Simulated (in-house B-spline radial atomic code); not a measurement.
Atomic self-consistent-field run: Yb5+ (an excited or competing configuration). Method: scalar-relativistic (X2C) wB97X, spin-polarised, spherical fractional occupations, exact exchange averaged over the configuration, Fermi nucleus of rms radius 5.3108 fm. Calculated with an all-electron radial atomic-structure program (B-spline basis).

Command:
```bash
python run_scf.py task.json out
```
Settings (nuclear radius in fm, mass in u):
```
Z                70
configuration    [Kr] 4d9 4f12 5s2 5p5 6f1
hamiltonian      x2c
method           wb97x
spin_polarised   True
nucleus          fermi
rms_radius       5.3108
atomic_mass      173.93887
speed_of_light   137.035999084
exact_exchange   averaged over the configuration
```

Output (hartree, bohr):
```
 radial grid: 70 intervals, B-splines of order 8, outer radius 33.6842 bohr

 iter        energy (Eh)    residual
    1      -14007.413777    9.02e-01
    2      -14016.717521    1.37e+00
    3      -14044.804925    2.14e-01
    4      -14045.311039    6.98e-02
    5      -14045.387080    2.29e-02
    6      -14045.390940    6.76e-03
    7      -14045.391882    3.31e-03
    8      -14045.392036    1.47e-04
    9      -14045.392039    8.87e-05
   10      -14045.392040    4.71e-05
   11      -14045.392040    4.15e-06
   12      -14045.392040    2.02e-06
   13      -14045.392040    4.05e-08

 total energy                    -14045.39204
 kinetic                           15613.9372
 electron-nucleus                 -34678.0870
 Hartree                            5312.4490
 exact exchange                      -53.7017
 exchange-correlation               -239.9895

 orbital      occ     eigenvalue          <r>       <r^2>       <1/r>       r_max
 1s up      1.000     -2250.9915    0.0188913 0.000497652     87.6459     0.01146
 1s down    1.000     -2250.9868    0.0188912 0.000497649     87.6461     0.01146
 2s up      1.000      -385.3493     0.082574  0.00812191     20.3745     0.07042
 2s down    1.000      -385.3176    0.0825711  0.00812135     20.3754     0.07041
 2p up      3.000      -340.9377    0.0736395  0.00663912     17.4609     0.05703
 2p down    3.000      -340.9087    0.0736363  0.00663852     17.4615     0.05703
 3s up      1.000       -90.1285     0.216183   0.0535621      7.3359      0.1995
 3s down    1.000       -90.0680     0.216091   0.0535132     7.33915      0.1995
 3p up      3.000       -76.6360     0.215512   0.0539494     6.55097      0.1963
 3p down    3.000       -76.5712       0.2154   0.0538885     6.55405      0.1963
 3d up      5.000       -59.7870      0.19602   0.0450884     6.12936      0.1602
 3d down    5.000       -59.7192     0.195942   0.0450476     6.13106      0.1601
 4s up      1.000       -20.8869     0.486092    0.266871     3.04359       0.455
 4s down    1.000       -20.7226     0.486279    0.267066     3.04101      0.4551
 4p up      3.000       -16.4009     0.514354     0.30101      2.7184      0.4752
 4p down    3.000       -16.2303     0.514817    0.301561      2.7146      0.4753
 4d up      5.000       -10.3745     0.552806    0.354035     2.39775      0.4895
 4d down    4.000       -10.2151     0.553417     0.35486     2.39489      0.4897
 4f up      7.000        -3.7204     0.654089    0.528688     1.91754      0.4716
 4f down    5.000        -3.5823     0.659601    0.539515     1.90756      0.4726
 5s up      1.000        -5.1639      1.12633     1.41812     1.20208       1.033
 5s down    1.000        -5.0535      1.13149      1.4317     1.19572       1.036
 5p up      3.000        -3.9424      1.26618     1.79672     1.03842       1.148
 5p down    2.000        -3.8641       1.2761     1.82584     1.02954       1.154
 6f up      1.000        -0.7495      4.95896     28.2088    0.284435       5.233
```

Cost of the run: 3 s on 1 thread of Intel(R) Xeon(R) 6975P-C, with other jobs on the host.

One-electron X2C: radii and densities carry no picture-change correction, so inner-shell <1/r> comes out high (for 1s by about 2 % at Z = 33, 5 % at 54, 10 % at 75, 30 % at 118) and <r> low.
